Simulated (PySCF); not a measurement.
Below is a simulated gas-phase Cl 2p photoelectron spectrum of TiHCl3 (`[H][Ti]([Cl])([Cl])[Cl]`).

Every computed line was given a Gaussian of 0.8 eV full width at half maximum and an area set by the number of equivalent atoms (split 2:1 within a doublet); the highest printed point is 100. Computed with delta-SCF UKS SCAN, pcX-2 on the ionised atom (unc-x2c-TZVPall on a metal), pcseg-1 elsewhere, spin-free X2C in PySCF 2.14.0.

| binding energy (eV) | intensity |
| --- | --- |
| 205.1 | 0 |
| 205.2 | 1 |
| 205.3 | 2 |
| 205.4 | 5 |
| 205.5 | 10 |
| 205.6 | 18 |
| 205.7 | 30 |
| 205.8 | 45 |
| 205.9 | 62 |
| 206.0 | 80 |
| 206.1 | 93 |
| 206.2 | 100 |
| 206.3 | 98 |
| 206.4 | 89 |
| 206.5 | 74 |
| 206.6 | 56 |
| 206.7 | 39 |
| 206.8 | 25 |
| 206.9 | 15 |
| 207.0 | 9 |
| 207.1 | 7 |
| 207.2 | 8 |
| 207.3 | 12 |
| 207.4 | 18 |
| 207.5 | 27 |
| 207.6 | 35 |
| 207.7 | 43 |
| 207.8 | 49 |
| 207.9 | 50 |
| 208.0 | 47 |
| 208.1 | 41 |
| 208.2 | 33 |
| 208.3 | 24 |
| 208.4 | 16 |
| 208.5 | 10 |
| 208.6 | 5 |
| 208.7 | 3 |
| 208.8 | 1 |
| 208.9 | 1 |
| 209.0 | 0 |

Task: How many maxima does the curve show, and how many computed lines lie under it?

Result: The curve has 2 maxima (at 206.2 and 207.9 eV). Under it lie 2 lines from 1 inequivalent chlorine site, drawn as a 2p3/2, 2p1/2 pair.

Task: Decompose the envelope and assign each component. Bonds: Ti1–Cl3, Ti1–Cl4, Ti1–Cl5. Hydrogens: H2 on Ti1.

Result: 
```json
{"position (eV)": "206.23", "relative area": "2.00", "line": "Cl 2p3/2", "atoms": "Cl3/Cl4/Cl5", "environment": "chlorine bonded to Ti"}
{"position (eV)": "207.89", "relative area": "1.00", "line": "Cl 2p1/2", "atoms": "Cl3/Cl4/Cl5", "environment": "chlorine bonded to Ti"}
```

The curve has no shake-up lines and no vibrational structure. The first atom of each set that the bonding makes equivalent was ionised and stands for the set. Spin–orbit coupling isn't in the SCF: each 2p doublet comes from a relaxed spin-free hole plus a matrix of the shell (mean-field spin–orbit coupling and the ground-state 2p splitting), with 2p3/2 averaged over its two sublevels. 2p1/2 minus 2p3/2 (ligand field included): Cl 1.65 eV. Isolated species at its PBE0-D3(BJ)/def2-SVP geometry, gas phase. Metal 2p energies of this one-determinant scheme are less reliable than its 1s energies.
